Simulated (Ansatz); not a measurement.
Consider the formal exchange of groups at a B–S bond: `SB(S)S` + `CC` → `CCB(S)S` + H₂S.

Isolated molecules relaxed with PBE0-D4/def2-TZVP in Ansatz; ΔE leaves out vibrations. CCSD(T)/CBS is the MP2 limit (def2-TZVPP, def2-QZVPP) plus CCSD(T) − MP2 in def2-TZVPP, frozen cores. This one scheme is used for every species. Functionals use def2-TZVPP. HSE06 is defined as in plane-wave codes. Each species was taken in one conformer, which may not be the lowest.

```tsv
level	ΔE (kcal/mol)
LDA (SPW92)	13.6
HSE06-D4	14.7
r2SCAN	15.2
CCSD/def2-TZVPP	13.0
```

Task: What does CCSD(T)/CBS give? (An estimate is asked.)

Result: Computed: +13.7 kcal/mol. The listed levels differ from it by -0.1, 1.0, 1.5, -0.7 kcal/mol.

Task: What do rigid-rotor, harmonic-oscillator terms from PBE0-D4/def2-TZVP frequencies (298.15 K, 1 bar) make of the CCSD(T)/CBS value? (An estimate is asked.)

Result: Ansatz gave: ΔZPE = -2.1 kcal/mol, ΔH = +12.0 kcal/mol, ΔS = 4 J/(mol·K), ΔG = +11.7 kcal/mol. Modes under 50 cm⁻¹ make the entropy rough.

Largest T1 diagnostic among the species: 0.013.

From BLYP to BHLYP (50 % exact exchange), in def2-TZVPP and without D4, ΔE moves by −1.2 kcal/mol. Leaving LDA and LC-ωPBE aside and taking each functional with its dispersion term where it has one, the values, not all of them listed here, spread over 1.7 kcal/mol, from ωB97M-V to revPBE-D4. LDA lies −1.9 kcal/mol from PBE without D4.
